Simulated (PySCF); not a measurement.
Excitations are Tamm–Dancoff values on a coarser integration grid. The basis has no diffuse functions, so Rydberg states are missing or too high.

F4Sn, SMILES `[F][Sn]([F])([F])[F]` (charge 0, multiplicity 1)

Calculation: PySCF with CAM-B3LYP-D3(BJ)/def2-TZVP.

```
Quantity                                                      Value
-------------------------------------------  ----------------------
HOMO                                                      -14.04 eV
dipole moment                                                0.00 D
LUMO                                                       -2.63 eV
HOMO–LUMO gap                                              11.41 eV
S1 excitation (TDA)                                         7.20 eV
S1 oscillator strength                                        0.000
brightest of the four lowest singlets (TDA)                 7.61 eV
T1 excitation (TDA)                                         6.72 eV
S1–T1 gap (TDA)                                             0.48 eV
total energy                                           -613.8755 Ha
cost                                         roughly 9 core-minutes
```

Bonded distances (Å): F1–Sn2 1.876, Sn2–F3 1.876, Sn2–F4 1.876, Sn2–F5 1.876. Bond angles (°): F1–Sn2–F3 109.5, F1–Sn2–F4 109.5, F1–Sn2–F5 109.5, F3–Sn2–F4 109.5, F3–Sn2–F5 109.5, F4–Sn2–F5 109.5.
